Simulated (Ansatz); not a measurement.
## Relative stability

Two relaxed structures of AlBSiH₅O (charge +1), closed shell (PBE0-D4/def2-TZVP; forces vanish, vibrations not checked).

A:

```json
{"atom": "Si1", "x (Å)": "0.8245", "y (Å)": "1.1960", "z (Å)": "-0.2794"}
{"atom": "Al2", "x (Å)": "-1.3371", "y (Å)": "0.2583", "z (Å)": "-0.8526"}
{"atom": "B3", "x (Å)": "0.7055", "y (Å)": "-0.5840", "z (Å)": "0.7144"}
{"atom": "O4", "x (Å)": "-0.5710", "y (Å)": "-1.0877", "z (Å)": "0.3502"}
{"atom": "H5", "x (Å)": "-2.7593", "y (Å)": "-0.1912", "z (Å)": "-1.3306"}
{"atom": "H6", "x (Å)": "0.8049", "y (Å)": "2.3902", "z (Å)": "0.5945"}
{"atom": "H7", "x (Å)": "1.8304", "y (Å)": "1.2318", "z (Å)": "-1.3643"}
{"atom": "H8", "x (Å)": "1.3609", "y (Å)": "-1.2476", "z (Å)": "1.4482"}
{"atom": "H9", "x (Å)": "-0.8690", "y (Å)": "-1.9420", "z (Å)": "0.7030"}
```

B:

```
9
angstrom
Si -0.1432 0.7762 -0.5733
Al 2.1104 1.0035 0.1463
B 0.8017 -0.5651 0.7195
O 0.0032 -1.3199 1.7515
H -0.5417 -0.8463 2.3966
H -0.4247 2.0373 0.1801
H -1.3850 0.3125 -1.2508
H 1.5771 -1.3341 0.2106
H 0.2711 -2.2014 2.0566
```

Computed with Ansatz 0.2.0 (basis: def2-TZVPP); correlated methods freeze the cores. B3LYP uses VWN-RPA correlation.

Task: Which structure is lower at CCSD(T), and by how much? (Judge from chemistry; the value comes from the calculation.)

Result: The calculation gives: A, by 246.1 kJ/mol (electronic energy, against the other). By their contacts, A is AlBSiH₅O ([BH]1[OH][AlH][SiH2]1), total charge +1 and B is AlBSiH₅O ([OH2][BH]1[Al][SiH2]1), total charge +1.

All methods give the same order:

```csv
method,E(B) − E(A) (kJ/mol)
PBE-D4,202.2
r2SCAN-D4,232.3
PBE0-D4,228.5
B3LYP-D4,243.2
wB97M-V,248.4
HF,335.3
MP2,249.1
CCSD,264.0
CCSD(T),246.1
```

The T1 diagnostic stays at or below 0.018. The restricted Hartree–Fock reference is unstable towards an unrestricted one at one or more of these structures.

Labels in which every atom is bracketed show which atoms are joined, not bond orders.

For scale, one of the runs: CCSD(T)/def2-TZVPP, 216 basis functions, launched by `ansatz run in.yaml --threads 2 --pin off --events-out ev --progress --plain --max-ram 4352MiB`. Time: 67 s of wall clock on 2 CPU threads of an Arm Neoverse V2; the host was shared. Peak host memory: 2.9 GiB.
